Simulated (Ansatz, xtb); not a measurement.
C3H10BN2P: which of two isomers lies lower

Structure a: `CN1CCNB1P`, a singlet. Structure b: `PB1NCCCN1`, a singlet. Both are isolated molecules in the gas phase, relaxed with B3LYP-D3(BJ)/def2-SVP; the shapes shown needn't be the lowest conformers.

a (Å):

```xyz
17

C    -2.1411   -0.0703    0.6125
C    -1.2921    0.0055   -1.7269
C    -0.2061   -0.7573   -2.5160
B     0.0363   -1.2079   -0.2110
N    -1.2080   -0.5375   -0.3741
N     0.6915   -1.2416   -1.4710
P     0.6410   -2.0546    1.4269
H    -2.0614    1.0226    0.7876
H    -1.9658   -0.5776    1.5724
H    -3.1857   -0.2761    0.3126
H    -1.0904    1.0974   -1.7227
H    -2.2968   -0.1338   -2.1645
H     0.3020   -0.1025   -3.2438
H    -0.6574   -1.5934   -3.0860
H     1.4926   -1.8001   -1.7296
H     2.0385   -1.9481    1.1522
H     0.6087   -0.8814    2.2417
```

b (Å):

```xyz
17

C     0.8355   -1.4928    0.0616
C    -0.5360   -1.1770   -0.5393
C    -1.0136    0.2267   -0.1606
B    -0.0346   -0.2969    2.0996
N     0.8252   -1.2481    1.4952
N    -0.9538    0.4066    1.2814
P     0.1434    0.1400    3.9961
H    -1.2551    0.2120    4.2818
H     0.2686   -1.2042    4.4652
H     1.5239   -1.7435    2.0328
H     1.0898   -2.5471   -0.1428
H     1.6080   -0.8810   -0.4478
H    -0.4948   -1.2743   -1.6357
H    -1.2668   -1.9148   -0.1670
H    -2.0474    0.3699   -0.5195
H    -0.3929    0.9794   -0.6885
H    -1.5569    1.1234    1.6623
```

Quicker runs give these differences E(b) − E(a): GFN2-xTB −0.100 eV; HF/STO-3G −0.226 eV (at GFN2-xTB geometries); r2SCAN-D4/def2-SVP −0.499 eV (at GFN2-xTB geometries).

Q: Estimate E(b) − E(a) at the level CCSD(T)/def2-SVP + ΔMP2/def2-TZVPP.

A: Calculated at CCSD(T)/def2-SVP + ΔMP2/def2-TZVPP: E(b) − E(a) = −0.466 eV, so structure b lies lower.

The same difference at several levels:

```
                             level               geometry  E(b) − E(a) (eV)  departure from the last row (eV)  job, with rough time for the two
                          GFN2-xTB               GFN2-xTB              −0.100                            +0.366              optimisation, 0.63 s
                         HF/STO-3G               GFN2-xTB              −0.226                            +0.239               single point, 0.4 s
                r2SCAN-D4/def2-SVP               GFN2-xTB              −0.499                            −0.033               single point, 4.7 s
             B3LYP-D3(BJ)/def2-SVP  B3LYP-D3(BJ)/def2-SVP              −0.462                            +0.004                optimisation, 73 s
                       HF/def2-SVP  B3LYP-D3(BJ)/def2-SVP              −0.471                            −0.005           part of the CCSD(T) run
                      MP2/def2-SVP  B3LYP-D3(BJ)/def2-SVP              −0.464                            +0.002           part of the CCSD(T) run
                  CCSD(T)/def2-SVP  B3LYP-D3(BJ)/def2-SVP              −0.445                            +0.021                      single point
CCSD(T)/def2-SVP + ΔMP2/def2-TZVPP  B3LYP-D3(BJ)/def2-SVP              −0.466                                                  single point, 96 s
```

As drawn, b has 1 C–C, 1 N–H in place of 1 C–N, 1 C–H. Structure a has a 5-membered ring, b a 6-membered ring.

None of the levels shown reverses the order. The largest departure from CCSD(T)/def2-SVP + ΔMP2/def2-TZVPP is that of GFN2-xTB, 0.366 eV. The last row adds to CCSD(T) the change of the MP2 difference between the two basis sets, here −0.021 eV.

With thermal terms from frequencies at re-optimised GFN2-xTB minima (ideal gas, soft modes damped towards free rotors, one conformer each, 298.15 K, 1 atm): the zero-point term adds +0.045 eV; ΔH is −0.438 and ΔG −0.394 eV.

The correlated steps freeze 11 core orbitals. Run with Ansatz 0.2.0, xtb 6.7.1; the last row on 4 threads of Arm Neoverse V1 on a shared host.
